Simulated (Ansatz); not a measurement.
An input meant for Be₆⁺ (charge 1, doublet; atoms displaced at random, 0.15 Å in each coordinate).

```yaml
crystal:
  periodic: [false, false, false]
  atoms:
    - {symbol: Be, position_ang: [-1.799047, -1.028864, -1.330552]}
    - {symbol: Be, position_ang: [0.027012, 0.751484, 1.252056]}
    - {symbol: Be, position_ang: [1.832319, -0.090321, 0.962189]}
    - {symbol: Be, position_ang: [0.176488, -0.965928, -0.355655]}
    - {symbol: Be, position_ang: [-1.208980, 0.697358, -0.279843]}
    - {symbol: Be, position_ang: [0.951041, 1.182892, -0.369953]}
basis:
  gaussian: {orbitals: def2-mTZVP}
total_charge: 2
magnetization: {spin_polarized: true, initial_magnetization: 8}
hamiltonian: {xc: {name: r2SCAN}}
scf: {omitted_lower_state_checks: [starts]}
```

```sh
$ ansatz run in.yaml --threads 4 --pin off --events-out ev --progress --plain --max-ram 3916MiB
```

Shortened log:

```
Functional definition: r2SCAN
732 factors; their error is unknown
mean field evaluation 1: about -2371.1468 eV, gradient 1.5e1 eV
mean field evaluation 2: about -2361.4094 eV, gradient 3.0e1 eV
mean field evaluation 4: about -2374.0271 eV, gradient 6.7e0 eV
mean field evaluation 8: about -2374.7245 eV, gradient 2.7e-1 eV
mean field evaluation 16: about -2374.7119 eV, gradient 6.1e-4 eV
mean field -2374.71189252 eV, -87.2690524127 hartree, gradient 2.9e-5 eV, S^2 20.001614; 0 other end points of the search recorded, 0 dependent functions left out
reference -2374.71194563 eV, -87.2690543645 hartree; 15, 7 occupied and 51, 59 virtual orbitals, 732 factors
Total energy: -2374.71194563 eV, -87.2690543645 hartree
Checks for a lower state left out: starts
```

Problem. Something in this input is off. What?

Solution. The spin is set far too high (8 unpaired electrons typed, 1 in the doublet as meant). Self-consistency was reached. The result belongs to that input, not to the species as meant.
